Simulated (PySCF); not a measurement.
H₃S, SMILES [SH3+], charge +1.

Geometry optimised at B3LYP-D3(BJ)/def2-TZVPD. The isomer is the one that the SMILES or the coordinates give; other isomers of the formula were not compared.

Calculation: PySCF with PBE/def2-TZVPD.

The molecule is in vacuum.

| Item | Result |
|---|---|
| total energy | -399.50680 hartree |
| point group | C3v |
| highest occupied level | -16.82 eV |
| lowest empty level | -8.24 eV |
| orbital gap | 8.58 eV |
| dipole moment about the centre of nuclear charge | 0.313 e·Å |
| mean static polarisability | 17.9 bohr³ (2.65 Å³) |
| polarisability, principal values | 17.2, 18.2, 18.2 bohr³ |
